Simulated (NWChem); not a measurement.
System: CH6BrNSi; SMILES C[SiH](N)Br

Excerpt of the output:

```
             Northwest Computational Chemistry Package (NWChem) 7.3.0
             --------------------------------------------------------

                             Geometry "geometry" -> ""
                             -------------------------

 Output coordinates in angstroms (scale by  1.889725989 to convert to a.u.)

  No.       Tag          Charge          X              Y              Z
 ---- ---------------- ---------- -------------- -------------- --------------
    1 Si                  14.0000    -0.04995500    -0.89562300    -0.39849800
    2 C                    6.0000     1.42307100    -1.82128900     0.26969100
    3 N                    7.0000    -1.50408800    -1.63270400     0.14772500
    4 Br                  35.0000     0.18845200     1.26080300     0.25252300
    5 H                    1.0000    -0.10587100    -0.84084200    -1.88409500
    6 H                    1.0000     1.38693100    -2.87494600    -0.04803200
    7 H                    1.0000     1.43681200    -1.78690000     1.37017300
    8 H                    1.0000     2.35963200    -1.37194400    -0.09204300
    9 H                    1.0000    -1.61276800    -1.84670600     1.13395900
   10 H                    1.0000    -2.38879700    -1.32867300    -0.24566000

 Effective nuclear repulsion energy (a.u.)     326.0320162686

                                 NWChem DFT Module
                                 -----------------

 Summary of "ao basis" -> "ao basis" (spherical)
 ------------------------------------------------------------------------------
       Tag                 Description            Shells   Functions and Types
 ---------------- ------------------------------  ------  ---------------------
 Si                          6-31g*                  8       18   4s3p1d
 C                           6-31g*                  6       14   3s2p1d
 N                           6-31g*                  6       14   3s2p1d
 Br                          6-31g*                 12       32   5s4p3d
 H                           6-31g*                  2        2   2s

 in cosmo_initialize ...
 calling solv_data for solv:meg

 solvent parameters
 solvname_short: meg
 solvname_long:  1,2-ethanediol
 dielec:       40.2450
 dielecinf:     2.0501
 nonaqueous SMD model solvent descriptors
 dielec:       40.2450
 sola:          0.5800
 solb:          0.7800
 solc:          0.0000
 solg:         69.0700
 solh:          0.0000
 soln:          1.4318

[...]

                                COSMO-SMD solvation results
                                ---------------------------

             internal energy in gas <Psi(g)|H|Psi(g)> =     -2959.788754937284
         internal energy in solvent <Psi(s)|H|Psi(s)> =     -2959.787880612483
                               delta internal energy  =         0.000874324801 (    0.55 kcal/mol)
   total free energy in solvent <Psi(s)|H+V/2|Psi(s)> =     -2959.798408930289
 polarization energy contribution <Psi(s)|V/2|Psi(s)> =        -0.010528317806 (   -6.61 kcal/mol)
    total free energy in solvent including G(SMD-CDS) =     -2959.796376252662
                       G(SMD-CDS) energy contribution =         0.002032677628 (    1.28 kcal/mol)
     1 M fixed-concentration free energy of solvation =        -0.007621315378 (   -4.78 kcal/mol)

                       DFT Final Molecular Orbital Analysis
                       ------------------------------------

 Vector   32  Occ=2.000000D+00  E=-3.539942D-01
              MO Center=  1.2D-02,  6.4D-01,  1.5D-01, r^2= 3.2D+00
   Bfn.  Coefficient  Atom+Function         Bfn.  Coefficient  Atom+Function
  ----- ------------  ---------------      ----- ------------  ---------------
    57      0.484722   4 Br px               59     -0.436440   4 Br pz
    61      0.234625   4 Br px               53     -0.219548   4 Br px
    63     -0.210733   4 Br pz               55      0.197191   4 Br pz
    58     -0.188241   4 Br py               36     -0.132090   3 N  py
    40     -0.120887   3 N  py               80     -0.117656   5 H  s

 Vector   33  Occ=2.000000D+00  E=-3.401638D-01
              MO Center=  2.8D-01,  6.5D-01,  8.2D-02, r^2= 3.2D+00
   Bfn.  Coefficient  Atom+Function         Bfn.  Coefficient  Atom+Function
  ----- ------------  ---------------      ----- ------------  ---------------
    59      0.538385   4 Br pz               57      0.342787   4 Br px
    63      0.260873   4 Br pz               58     -0.247478   4 Br py
    55     -0.242790   4 Br pz               61      0.167367   4 Br px
    80      0.164758   5 H  s                53     -0.154657   4 Br px
    21      0.134792   2 C  px               22     -0.122582   2 C  py

 Vector   34  Occ=2.000000D+00  E=-3.241422D-01
              MO Center= -9.2D-01, -8.1D-01,  1.3D-01, r^2= 3.7D+00
   Bfn.  Coefficient  Atom+Function         Bfn.  Coefficient  Atom+Function
  ----- ------------  ---------------      ----- ------------  ---------------
    36      0.451616   3 N  py               40      0.397197   3 N  py
    57      0.360190   4 Br px               58      0.255869   4 Br py
    37      0.173156   3 N  pz               61      0.166858   4 Br px
    53     -0.160948   4 Br px               62      0.154018   4 Br py
    41      0.150891   3 N  pz               12      0.136886   1 Si py

 Vector   35  Occ=0.000000D+00  E= 7.650464D-02
              MO Center= -3.0D-02, -1.3D-01, -2.1D-01, r^2= 4.7D+00
   Bfn.  Coefficient  Atom+Function         Bfn.  Coefficient  Atom+Function
  ----- ------------  ---------------      ----- ------------  ---------------
    12      0.969171   1 Si py               10      0.959081   1 Si s
    62      0.809304   4 Br py               60     -0.749068   4 Br s
     8      0.494442   1 Si py                6      0.392328   1 Si s
    13      0.339303   1 Si pz               40     -0.314498   3 N  py
    56      0.314940   4 Br s                58      0.291602   4 Br py

[...]
```

Level: M05-2X/6-31G* (spherical d), SMD on the gas-phase geometry. All runs use the structure optimised with PBE0/def2-SVP. Solvent: ethylene glycol.

**Question.** Reconstruct the input file.

**Answer.** One answer among several that fit: the input that was run:
```
start job
memory heap 200 mb stack 900 mb global 1100 mb
geometry units angstroms noautosym nocenter noautoz
  Si    -0.049955    -0.895623    -0.398498
  C      1.423071    -1.821289     0.269691
  N     -1.504088    -1.632704     0.147725
  Br     0.188452     1.260803     0.252523
  H     -0.105871    -0.840842    -1.884095
  H      1.386931    -2.874946    -0.048032
  H      1.436812    -1.786900     1.370173
  H      2.359632    -1.371944    -0.092043
  H     -1.612768    -1.846706     1.133959
  H     -2.388797    -1.328673    -0.245660
end
basis spherical
  Si library 6-31g*
  C library 6-31g*
  N library 6-31g*
  Br library 6-31g*
  H library 6-31g*
end
dft
  xc m05-2x
  iterations 150
end
cosmo
  do_cosmo_smd true
  solvent meg
end
task dft energy
```
